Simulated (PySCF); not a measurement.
Compound: C7H11PSi.
Geometry (GFN2-xTB, Å), atoms numbered from 1 in this order:
```xyz
20
C7H11PSi angstrom
C     -1.1008   -1.8484   -0.4974
C     -0.9963   -0.3823   -0.2155
C     -1.8663    0.5219   -0.8053
C     -1.7802    1.8773   -0.5375
C     -0.8175    2.3450    0.3394
C      0.0608    1.4577    0.9321
C     -0.0109    0.0972    0.6546
P      1.1411   -1.0845    1.4295
Si     2.7374   -1.0150   -0.1391
H     -1.0948   -2.4085    0.4390
H     -0.2476   -2.1847   -1.0879
H     -2.0130   -2.0787   -1.0431
H     -2.6272    0.1566   -1.4810
H     -2.4674    2.5658   -1.0067
H     -0.7508    3.3994    0.5648
H      0.8112    1.8227    1.6211
H      1.7651   -0.1500    2.2530
H      3.0897    0.3482   -0.5450
H      2.2596   -1.7445   -1.3142
H      3.9027   -1.6848    0.4360
```

Definitions: NICS(0) = −σiso at the ring centroid; NICS(1) = −σiso and NICS(1)zz = −σzz at ±1 Å along the ring normal z. Level: GIAO PBE0/pcSseg-1 (PySCF, non-relativistic, gas phase) on the GFN2-xTB geometry, one conformer.

Ring bond lengths (Å), with Mayer bond orders in brackets: C2–C3 1.386 (1.45), C3–C4 1.384 (1.44), C4–C5 1.384 (1.42), C5–C6 1.382 (1.45), C6–C7 1.390 (1.41), C7–C2 1.399 (1.36).

Problem. Give the NICS values of each ring in ppm.

Solution. 
```tsv
ring	type	NICS(0)	NICS(1), two faces	NICS(1)zz, two faces	rms pucker (Å)	centre to ring atoms, mean (Å)
C2–C3–C4–C5–C6–C7	6-membered carbocycle; formal bonds all aromatic	-8.2	-11.1 / -11.1	-27.1 / -27.6	0.01	1.39
```

Problem. What do they say, and how far can they be read as aromaticity?

Solution. 
- C2–C3–C4–C5–C6–C7: mean NICS(1)zz -27.4 ppm, shielded. The ring is flat and has no four-coordinate atom; by the NICS criterion it is aromatic.

Problem. What does the geometric index give? HOMA takes Krygowski's 1993 parameters.

Solution. 
- C2–C3–C4–C5–C6–C7: HOMA 0.99 = 1 − EN − GEO, with mean bond length 1.388 Å, EN = α(Ropt − mean)² = 0.000 and GEO = α × variance = 0.009. The geometric and the magnetic index point the same way.

Problem. List the ring angles and the Hirshfeld charges of the ring atoms.

Solution. 
- C2–C3–C4–C5–C6–C7: C2 118.9° (+0.006 e), C3 121.1° (-0.053 e), C4 119.8° (-0.050 e), C5 119.8° (-0.053 e), C6 120.7° (-0.053 e), C7 119.7° (-0.054 e); sum 720.0° against 720° for a flat convex ring.
